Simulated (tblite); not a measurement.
Compound: C₇H₁₇P.
Cartesian coordinates in Å at the GFN2-xTB level; atoms count from 1:
```xyz
25
C7H17P angstrom
C      3.591    0.519   -0.402
C      2.437   -0.273    0.200
C      1.088    0.254   -0.279
P     -0.329   -0.795    0.334
C     -0.371   -0.168    2.077
C     -1.738    0.234   -0.377
C     -1.859   -0.035   -1.874
C     -3.049   -0.118    0.319
H      3.579    0.447   -1.488
H      4.546    0.140   -0.043
H      3.515    1.570   -0.129
H      2.493   -0.213    1.289
H      2.529   -1.325   -0.078
H      0.949    1.293    0.039
H      1.069    0.227   -1.372
H     -1.206   -0.623    2.605
H      0.546   -0.473    2.578
H     -0.461    0.918    2.110
H     -1.514    1.297   -0.215
H     -2.050   -1.092   -2.050
H     -2.682    0.540   -2.297
H     -0.948    0.241   -2.402
H     -3.221   -1.192    0.276
H     -3.041    0.188    1.362
H     -3.883    0.381   -0.174
```

All values are computed: GFN2-xTB (tblite) harmonic vibrations without scaling, gas phase. The method is semi-empirical: single wavenumbers can be off by several per cent or more. One conformer, not necessarily the lowest.

Harmonic wavenumbers (cm⁻¹): 31.3, 60.2, 79.7, 107.3, 170.9, 179.8, 202.3, 232.5, 239.8, 265.8, 275.3, 298.8, 321.7, 371.6, 426.1, 652.7, 706.0, 747.2, 758.0, 830.2, 865.5, 894.4, 931.0, 938.3, 950.3, 982.5, 1021.4, 1045.3, 1083.0, 1111.0, 1131.2, 1167.9, 1216.5, 1229.4, 1242.1, 1273.3, 1290.6, 1315.2, 1340.3, 1406.6, 1415.5, 1418.8, 1439.6, 1448.4, 1466.7, 1492.5, 1493.5, 1497.9, 1501.8, 1504.4, 1506.4, 1509.5, 2877.0, 2919.5, 2952.6, 2966.7, 2980.5, 2981.3, 3003.5, 3007.9, 3012.9, 3018.8, 3023.4, 3024.2, 3024.8, 3029.4, 3032.1, 3034.6, 3038.0.

A = 2834, B = 872.1, C = 725.8 MHz; mass 132.107 u (most abundant isotopes); point group C1, symmetry number 1.

Problem. Zero-point energy?

Solution. Half the sum of the wavenumbers: 49008 cm⁻¹ = 140.12 kcal/mol.

Problem. What is S at 350 K and 1 bar for an ideal gas of classical rigid rotors and harmonic oscillators?

Solution. Translation 41.37, rotation 30.05, vibration 45.16: S = 116.6 cal/(mol K).

Problem. And Cp and H(350 K) − H(0)?

Solution. Cp = 51.45 cal/(mol K), of which vibrations give 43.50 (their classical limit is 69 R = 137.1); H(350 K) − H(0) = 10.79 kcal/mol without the zero-point energy, 8.01 from vibrations.

Problem. How do the functions run with temperature in this model?

Solution. 
| T (K) | S (cal/(mol K)) | Cp (cal/(mol K)) | H − H(0) (kcal/mol) | G − H(0) (kcal/mol) | ln q(vib) |
| --- | --- | --- | --- | --- | --- |
| 150 | 84.1 | 29.1 | 2.81 | -9.80 | 4.34 |
| 250 | 101.4 | 39.7 | 6.24 | -19.11 | 7.86 |
| 298.15 | 108.8 | 45.2 | 8.28 | -24.17 | 9.49 |
| 400 | 123.8 | 57.4 | 13.51 | -36.03 | 12.85 |
| 600 | 151.1 | 77.7 | 27.12 | -63.57 | 19.22 |
| 900 | 186.9 | 98.6 | 53.80 | -114.43 | 28.26 |

q(vib) and H(0) count from the zero-point level.

Problem. Blend soft modes into free rotors: weight 1/[1 + (100 cm⁻¹/ν̃)⁴] for the oscillator and the rest for a rotor with moment μB/(μ + B), μ = h/(8π²ν), B = 10⁻⁴⁴ kg m². What vibrational entropy results?

Solution. 41.16 cal/(mol K) in place of 45.16, which changes −T·S at 350 K by +1.40 kcal/mol.

Hindered rotation and anharmonicity are outside this model. Other conformers, if any are populated, would add a mixing term that is left out. The structure is chiral; the term R ln 2 for an equal mix with its mirror image is left out.
